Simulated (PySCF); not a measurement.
UHF on Zr- (zirconium, charge -1), [Kr] 4d3 5s2, high-spin 4F determinant. All numbers are calculated (PySCF 2.14, scalar relativity by spin-free X2C-1e, in x2c-TZVPPall with one added diffuse shell each of s, p, d, f type (9s7p7d3f1g, 95 functions)).

```
cycle= 1 E= -3596.17603922517  delta_E= -0.00439  |g|= 0.0209  |ddm|= 0.0438
cycle= 2 E= -3596.1762400349  delta_E= -0.000201  |g|= 0.00491  |ddm|= 0.00989
cycle= 3 E= -3596.17625360325  delta_E= -1.36e-05  |g|= 0.000943  |ddm|= 0.00701
cycle= 4 E= -3596.17625428284  delta_E= -6.8e-07  |g|= 0.000352  |ddm|= 0.00282
cycle= 5 E= -3596.17625464838  delta_E= -3.66e-07  |g|= 0.000107  |ddm|= 0.00453
cycle= 6 E= -3596.17625470422  delta_E= -5.58e-08  |g|= 2.57e-05  |ddm|= 0.00302
cycle= 7 E= -3596.17625471135  delta_E= -7.13e-09  |g|= 1.35e-05  |ddm|= 0.00154
cycle= 8 E= -3596.17625471466  delta_E= -3.3e-09  |g|= 5.93e-06  |ddm|= 0.0014
cycle= 9 E= -3596.1762547153  delta_E= -6.45e-10  |g|= 7.08e-07  |ddm|= 0.000739
converged SCF energy = -3596.1762547153  <S^2> = 4.0865051  2S+1 = 4.1648554
```

Highest occupied orbital energy: 0.191 eV; ⟨L²⟩ = 12.05; populations by l: s 10.00, p 18.00, d 13.00, f 0.00.

(1) Can this result be used?

## Answers

(1) With care. The run converged. ⟨S²⟩ = 4.09 against 3.75 shows spin contamination. At UHF the highest occupied level has a positive energy, so only the finite basis holds that electron.
